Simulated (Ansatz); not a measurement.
Reaction (ligand exchange at a Ga–C bond): `C=C[CH2][Ga]([F])[F]` + `O[SiH3]` → `[F][Ga]([F])[O][SiH3]` + `C=CC`

Isolated molecules relaxed with PBE0-D4/def2-TZVP in Ansatz; ΔE leaves out vibrations. CBS: MP2 limit from def2 TZ/QZ plus the TZ coupled-cluster correction, frozen cores. DFT in def2-TZVPP. B3LYP here is the variant with VWN-RPA as its local correlation; programs differ in this. For Ga outer-core shells are correlated without core-valence functions, which leaves a few kJ/mol of doubt a bond. Scalar relativity is left out up to krypton. Each species was taken in one conformer, which may not be the lowest.

(1) Is it downhill or uphill in electronic energy at CCSD(T)/CBS, and by how much? (Estimate.)

(2) What do these levels give: LDA (SPW92), BLYP-D4, B2PLYP, PBE, B3LYP, CCSD/def2-SVP? (Best estimate.)

Largest T1 diagnostic among the species: 0.014.

Answers

(1) Ansatz gave: Downhill: ΔE = -53.9 kJ/mol.

(2) Computed: LDA (SPW92) -36.6, BLYP-D4 -51.7, B2PLYP -63.7, PBE -46.6, B3LYP -59.5, CCSD/def2-SVP -82.1 kJ/mol.

In def2-TZVPP, CCSD(T) changes the Hartree–Fock value by +22.8 kJ/mol (the triples alone add +2.8 kJ/mol) and MP2 by +22.6 kJ/mol. From BLYP to BHLYP (50 % exact exchange), in def2-TZVPP and without D4, ΔE moves by −11.2 kJ/mol. At CCSD(T), def2-SVP lies −26.4 kJ/mol from the extrapolated value and def2-TZVPP −10.2 kJ/mol.
